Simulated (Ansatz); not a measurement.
disulfane (H2S2), singlet, at a GFN2-xTB geometry. Base run: CCSD(T)/cc-pVDZ (Ansatz, a program for electronic structure).

Ansatz was given this input:
Ansatz 0.2 input:
```yaml
crystal:
  periodic: [false, false, false]
  atoms:
    - {symbol: S, position_ang: [-0.89880885, 0.02604772, 0.48959929]}
    - {symbol: S, position_ang: [0.89707958, 0.07839641, -0.48718121]}
    - {symbol: H, position_ang: [-1.52188329, -0.85435140, -0.30564322]}
    - {symbol: H, position_ang: [1.54955162, -0.81675470, 0.26695388]}
basis:
  gaussian:
    orbitals: cc-pVDZ
magnetization: {spin_polarized: false}
correlation: {method: ccsd_t}
```

Each row names what was changed in the base input (with any setting that the change needs).

| change | ΔE vs base (mEh) | MP2 correlation (Eh) | CC correlation without the perturbative part (Eh) | basis functions |
|---|---|---|---|---|
| base | 0.000 | -0.26777 | -0.30172 | 46 |
| method = bccd | 8.116 | -0.26777 | -0.30149 | 46 |
| accuracy = high | -0.005 | -0.26777 | -0.30172 | 46 |
| electrons = outside_noble_gas | 0.000 | -0.26777 | -0.30172 | 46 |
| lower_state_search = off | 0.000 | -0.26777 | -0.30172 | 46 |
| method = ccsd | 7.890 | -0.26777 | -0.30172 | 46 |
| method = rpa | -5.592 | - | - | 46 |
| electrons = all | -12.835 | -0.28177 | -0.31411 | 46 |
| diis_vectors = 2 | 0.000 | -0.26777 | -0.30172 | 46 |
| reference functional = pbe0 | 2.587 | - | -0.30792 | 46 |
